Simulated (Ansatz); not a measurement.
C2H6BFSi (`C=C[SiH2]BF`), charge 0, multiplicity 1.

Problem. Give a relaxed structure at PBE0-D4/def2-TZVP (Ansatz 0.2.0). (Best estimate.)

Solution. Ansatz gave: 
Cartesian coordinates in Å:
```
C -1.3518 -0.8694 0.9492
C -0.2003 -1.2569 0.4059
Si 0.9638 -0.1254 -0.5078
B 0.3925 1.8232 -0.6368
F -0.7412 2.2677 -0.1170
H -2.0003 -1.5661 1.4737
H -1.6993 0.1575 0.8963
H 0.0794 -2.3056 0.5023
H 1.1736 -0.6199 -1.9022
H 2.3138 -0.1520 0.1320
H 1.0698 2.6472 -1.1955
```
Point group Cs.
This is one stationary point; other conformers may exist.
